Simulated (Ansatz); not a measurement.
Consider the ligand exchange at a Ge–N bond: `C[N]([SiH2]Cl)[GeH2][Cl]` + `N=CS` → `S/C=[N]/[GeH2][Cl]` + `CN[SiH2]Cl`.

Program: Ansatz. Geometries: PBE0-D4/def2-TZVP. ΔE: electronic, gas phase. CCSD(T)/CBS is the MP2 limit (def2-TZVPP, def2-QZVPP) plus CCSD(T) − MP2 in def2-TZVPP, frozen cores. This one scheme is used for every species. Functionals use def2-TZVPP. B3LYP here is the variant with VWN-RPA as its local correlation; programs differ in this. For Ge outer-core shells are correlated without core-valence functions, which leaves a few kJ/mol of doubt a bond. Scalar relativity is left out up to krypton. One conformer a species, not always the lowest.

`C[N]([SiH2]Cl)[GeH2][Cl]`:

Cartesian coordinates in Å:
```
C -0.401 1.475 0.036
N 0.027 0.077 0.061
Si 1.687 -0.298 0.154
Cl 2.680 0.011 -1.633
Ge -1.273 -1.181 -0.198
Cl -2.572 -1.144 1.528
H -0.666 1.805 -0.974
H -1.264 1.630 0.690
H 0.401 2.124 0.398
H 2.352 0.595 1.129
H 1.824 -1.734 0.481
H -2.165 -0.796 -1.385
H -0.629 -2.564 -0.287
```

`N=CS`:

```xyz
6

N     0.899    0.535    0.266
C     0.099   -0.354   -0.136
S    -1.636   -0.150   -0.155
H     1.862    0.214    0.194
H     0.383   -1.342   -0.514
H    -1.607    1.098    0.345
```

`S/C=[N]/[GeH2][Cl]`:

Z-matrix (Å, degrees):
```
Ge
Cl 1 2.150
N 1 1.843 2 107.1
H 1 1.529 2 107.3 3 -117.2
H 1 1.542 2 107.2 3 119.6
C 3 1.260 1 118.5 2 108.7
S 6 1.749 3 124.1 1 -179.7
H 6 1.101 3 125.9 1 0.3
H 7 1.345 6 94.8 3 0.4
```

`CN[SiH2]Cl`:

Cartesian coordinates in Å:
```
C -0.891 -0.488 -0.980
N 0.004 0.517 -0.442
Si 0.695 0.435 1.106
Cl 2.107 -1.065 1.350
H -0.367 -1.299 -1.498
H -1.607 -0.039 -1.674
H -1.466 -0.935 -0.165
H 0.501 1.036 -1.150
H 1.392 1.713 1.366
H -0.367 0.125 2.088
```

```tsv
level	ΔE (kJ/mol)	difference from CCSD(T)/CBS
r2SCAN-D4	4.4	-6.9
PBE0-D4	6.2	-5.1
ωB97X-V	8.8	-2.5
B2PLYP	2.4	-8.9
PBE0	1.4	-9.9
B3LYP	-2.6	-13.9
HF/def2-TZVPP	0.1	-11.2
MP2/def2-TZVPP	10.4	-0.9
MP2/CBS(def2)	9.7	-1.6
CCSD/CBS(def2)	10.7	-0.6
CCSD(T)/CBS	11.3	0
```

Largest T1 diagnostic among the species: 0.014.

In def2-TZVPP, CCSD(T) changes the Hartree–Fock value by +11.9 kJ/mol (the triples alone add +0.6 kJ/mol) and MP2 by +10.3 kJ/mol. The D4 term adds +8.4 kJ/mol with B3LYP and +4.8 kJ/mol with PBE0; it sums over pairs of atoms, weighted by their polarisabilities, and B3LYP, whose exchange is more repulsive, gets the larger term.
